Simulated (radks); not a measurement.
The carbon ion C2+, [He] 2s2. Calculated with a radial shooting solver on a logarithmic mesh with Libxc functionals: non-relativistic Kohn-Sham, exchange-only B88, spin-polarised, spherical densities, point nucleus. Every spin shell is full or empty, so the densities are truly spherical. Functionals are evaluated on that one density, not self-consistently. Rank these exchange functionals by their error against the exact value of the orbitals, and give that value: LDA, PBE, RPBE, PW91, PW86, OPTX, WC, G96, EV93, APBE, revTPSS, SCAN, r2SCAN, MS2.

Answer. Exact: -4.30470 hartree. From best to worst, with 100 (|E| - |E exact|)/|E exact| (equal figures are ties): OPTX 0.00, G96 -0.14, revTPSS +0.30, SCAN -0.31, r2SCAN -0.38, MS2 +0.58, PW91 -0.61, RPBE +0.62, APBE +0.63, PW86 +0.75, PBE -0.95, WC -3.01, EV93 +4.64, LDA -12.83.
